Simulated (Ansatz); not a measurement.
Mulliken charges of `[NH2][Ga][OH]` radical from ωB97M-V/def2-TZVPP in Ansatz (PBE0-D4/def2-TZVP geometry).

```csv
atom,x (Å),y (Å),z (Å),charge (e)
N1,0.818,0.748,-0.272,-0.349
Ga2,0.079,-0.917,-0.625,0.401
O3,-1.211,-1.507,0.487,-0.421
H4,1.453,1.130,-0.960,0.112
H5,0.177,1.472,0.028,0.102
H6,-1.274,-0.990,1.296,0.154
```

**Question.** By hand: the dipole of these point charges (1 e Å = 4.8032 D).

**Answer.** Σ q r = (0.241, 0.130, -0.266) e Å, of length 0.382 e Å = 1.83 D.

**Question.** How does the dipole of the full density compare? (An estimate is asked.)

**Answer.** Computed: (0.148, 0.388, -0.104) e Å, 2.06 D; the point charges give 0.89 times that, at 46° from its direction.

Point charges leave out the atoms' own dipoles, such as those of lone pairs, and Mulliken's split depends on the basis, so the two needn't agree.
